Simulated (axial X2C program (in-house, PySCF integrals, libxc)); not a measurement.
# Worked dissociation energy of RuS: M06, without spin–orbit coupling

Calculated with an in-house relativistic program for diatomic molecules. Spin-free means the one-electron spin-free X2C Hamiltonian. Basis: Ru dyall-cv3z [12s12p8d5f3g], S dyall-av3z [9s8p3d2f] (cores contracted in-house); Gaussian nuclei, density fitting, unrestricted open shells. Masses: Ru 101.904 u, S 31.972 u.

Molecular state: M_S = 2, Λ = 2 (beyond evenly filled blocks: σα, π+α, π-α, δ+α, δ+β, δ-α).

| Item | Value |
| --- | --- |
| E(Ru) (2M_S = 4, M_L = 2) | -4530.412136 hartree |
| E(S) (2M_S = 2, M_L = 1) | -399.201846 hartree |
| E(RuS) at Re | -4929.760899 hartree |
| ωe | 489.7 cm⁻¹ |
| ωexe | 1.34 cm⁻¹ |

Question: Work out De and D0.

Answer: De = -4530.412136 + (-399.201846) − (-4929.760899) = 0.14692 hartree = 3.998 eV. The zero-point energy is ωe/2 − ωexe/4 = 245 cm⁻¹ = 0.030 eV, so D0 = 3.968 eV.

One determinant describes the state; a PBE0 search over occupations chose it and may have missed a lower one. Dissociation energies refer to the lowest single-determinant-based atoms at the same level and basis. PBE0 can misorder states that lie within some tenths of an eV, so this need not be the ground state of the molecule. The nearest other spin-free determinant of the search, M_S = 2, Λ = 0, lies 0.50 eV up at the distance of the search. The functionals have no current-density term, which raises determinants with orbital currents, atoms included.

Each atomic determinant is the lowest at this level and need not be a pure term. Totals compare only within one Hamiltonian and basis.
